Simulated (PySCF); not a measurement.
C₆ coefficients of unlike pairs at PBE

Calculated with PySCF 2.14 from the dipole response of each species, C₆(A,B) = (3/π) ∫ α_A(iu) α_B(iu) du, in atomic units, from isotropic polarisabilities. For ions this is the dispersion term alone; charge-induced terms of lower order in 1/R come first.

```
species           configuration                                                                                 basis      relativity  α (bohr³)  C₆ (like pair)
     Sn  [Kr] 4d10 5s2 5p2 (3P)                  def2-QZVPPD with the def2 core potential (28 electrons) (8s6p5d4f1g)  core potential      61.51           672.8
    Li⁺                1s2 (1S)                                                            aug-cc-pV5Z (7s6p5d4f3g2h)            none     0.2074         0.08418
      B       [He] 2s2 2p1 (2P)                                                                aug-cc-pwCVDZ (5s4p2d)            none      22.67           111.8
   Si²⁺           [Ne] 3s2 (1S)  aug-cc-pV(Q+d)Z with one added diffuse shell each of s, p, d, f, g type (8s7p6d4f3g)            none      11.68           39.99
```

Estimate C₆ for Si²⁺ with Li⁺.

The integral gives 1.286. The combination rule 2 C_A C_B / (C_A α_B/α_A + C_B α_A/α_B) gives 1.235 and the geometric mean 1.835.

No spin-orbit coupling is included.

The other pairs:

```
    pair     C₆
  B, Li⁺  1.930
   B, Sn  273.1
Si²⁺, Sn  161.1
 Si²⁺, B  66.30
 Li⁺, Sn  4.824
```
